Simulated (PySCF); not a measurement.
Compound: C₅H₅BO₂.
Numbering: `[CH:1]#[C:2][C:3]#[C:4][CH2:5][B:6]([OH:7])[OH:8]` (hydrogens: H9 on C1; H10, H11 on C5; H12 on O7; H13 on O8)

Closed-shell single points with PySCF (density fitting; grid level 2 and gas phase unless stated) on one GFN2-xTB geometry.

**Question.** Rank these settings by the dipole moment, lowest first.
A. mPW1PW91/STO-3G
B. PW91/6-31G*, IEF-PCM chloroform
C. PBE0/pcSseg-1, IEF-PCM cyclohexane
D. PBE0/def2-SVPD
E. PBE0/pcSseg-1

**Answer.** D (0.53 D), E (0.72 D), C (0.78 D), B (1.01 D), A (1.34 D).

**Question.** Rank these settings by the LUMO energy, lowest first.
A. PBE0/def2-SVPD
B. mPW1PW91/STO-3G
C. B3LYP/def2-SVPD, IEF-PCM acetone
D. OLYP/IGLO-II, grid level 3

**Answer.** D (-1.20 eV), C (-0.78 eV), A (-0.57 eV), B (2.75 eV).

All figures of these runs:

```
                          settings  basis functions  SCF cycles     E (Eh)  HOMO (eV)  LUMO (eV)  dipole (D)
                    PBE0/def2-SVPD              206          14  -368.1530      -7.25      -0.57        0.53
PBE0/pcSseg-1, IEF-PCM cyclohexane              161          14  -368.3696      -7.28      -0.54        0.78
   PW91/6-31G*, IEF-PCM chloroform              122          17  -368.6696      -5.80      -1.08        1.01
                     PBE0/pcSseg-1              161          14  -368.3645      -7.26      -0.53        0.72
                   mPW1PW91/STO-3G               45          14  -363.9648      -5.17       2.75        1.34
  B3LYP/def2-SVPD, IEF-PCM acetone              206          14  -368.6040      -7.05      -0.78        0.73
        OLYP/IGLO-II, grid level 3              206          17  -368.8129      -5.92      -1.20        0.80
```

Cycle counts include a coarse-grid stage where the run had one. All basis functions are spherical, in the Pople sets too. One conformer (not necessarily the lowest) at the GFN2-xTB geometry, without vibrations or thermal averaging.

The values belong to the conformer `[CH:1]#[C:2][C:3]#[C:4][CH2:5][B:6]([OH:7])[OH:8]`: C4–C5–B6–O7 180°, H–O7–B6–C5 180°, H–O8–B6–C5 0°.
